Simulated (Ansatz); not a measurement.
`O[SiH2]SS` + `[SiH3]S` → `O[SiH2][SiH3]` + `SSS`  (formal exchange of groups at the Si–S bond)

Gas-phase electronic energies from Ansatz, PBE0-D4/def2-TZVP geometries. CCSD(T)/CBS is the MP2 limit (def2-TZVPP, def2-QZVPP) plus CCSD(T) − MP2 in def2-TZVPP, frozen cores. DFT in def2-TZVPP. One conformer a species, not always the lowest.

`O[SiH2]SS`:

Cartesian coordinates in Å:
```
O -0.292 -1.352 1.121
Si -0.689 -0.617 -0.286
S 1.022 0.091 -1.372
S 1.695 1.330 0.141
H 0.166 -0.809 1.767
H -1.565 0.558 -0.045
H -1.339 -1.637 -1.139
H 1.003 2.437 -0.188
```

`[SiH3]S`:

```xyz
6

Si    0.216    0.481    0.012
S     0.084   -1.623    0.362
H     0.182    0.798   -1.438
H     1.523    0.881    0.587
H    -0.882    1.218    0.689
H    -1.123   -1.755   -0.213
```

`O[SiH2][SiH3]`:

Cartesian coordinates in Å:
```
O 0.369 -1.866 0.820
Si 0.784 -0.631 -0.199
Si -0.834 1.069 -0.250
H 0.222 -1.650 1.742
H 2.093 -0.026 0.187
H 0.930 -1.255 -1.537
H -0.383 2.175 -1.139
H -1.038 1.624 1.119
H -2.142 0.560 -0.743
```

`SSS`:

```xyz
5

S     0.839    0.731    1.346
S     0.088    1.008   -0.536
S     0.275   -0.759   -1.550
H    -0.294    0.325    1.951
H    -0.908   -1.306   -1.211
```

CCSD(T)/CBS gives +156.1 kJ/mol.

Question: Another level gave +143.4 kJ/mol. Which?
A. PBE0-D4/def2-TZVPP
B. revPBE-D4/def2-TZVPP
C. revPBE/def2-TZVPP
D. RPA@PBE/def2-TZVPP

Answer: A. PBE0-D4 143.4, revPBE 124.9, revPBE-D4 130.0, RPA@PBE/def2-TZVPP 153.5 kJ/mol.

Largest T1 diagnostic among the species: 0.014.

From PBE to PBE0 (25 % exact exchange), in def2-TZVPP and without D4, ΔE moves by +14.2 kJ/mol. The D4 term adds +3.2 kJ/mol with B3LYP and +1.6 kJ/mol with PBE0; it sums over pairs of atoms, weighted by their polarisabilities, and B3LYP, whose exchange is more repulsive, gets the larger term.

B3LYP here is the variant with VWN-RPA as its local correlation; programs differ in this.
